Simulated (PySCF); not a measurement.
A calculated (MN15, PySCF 2.14, 6-31G*, the non-relativistic Hamiltonian (point nucleus)) atom or ion has these occupied shells.

| shell | electrons | orbital energy (eV) | rms radius, mean of both spins (bohr) |
| --- | --- | --- | --- |
| 1s β | 1 | -7495.1 | 0.0659 |
| 1s α | 1 | -7495.0 | 0.0659 |
| 2s α | 1 | -872.79 | 0.282 |
| 2s β | 1 | -872.58 | 0.282 |
| 2p α | 3 | -770.23 | 0.250 |
| 2p β | 3 | -769.85 | 0.250 |
| 3s α | 1 | -100.32 | 0.854 |
| 3s β | 1 | -99.141 | 0.854 |
| 3p α | 3 | -68.922 | 0.908 |
| 3p β | 3 | -67.135 | 0.908 |
| 3d α | 5 | -12.315 | 1.17 |
| 3d β | 3 | -10.528 | 1.17 |

Question: Name the element and its charge.

Answer: Co⁺ (cobalt, charge +1), in [Ar] 3d8, high-spin 3F determinant.
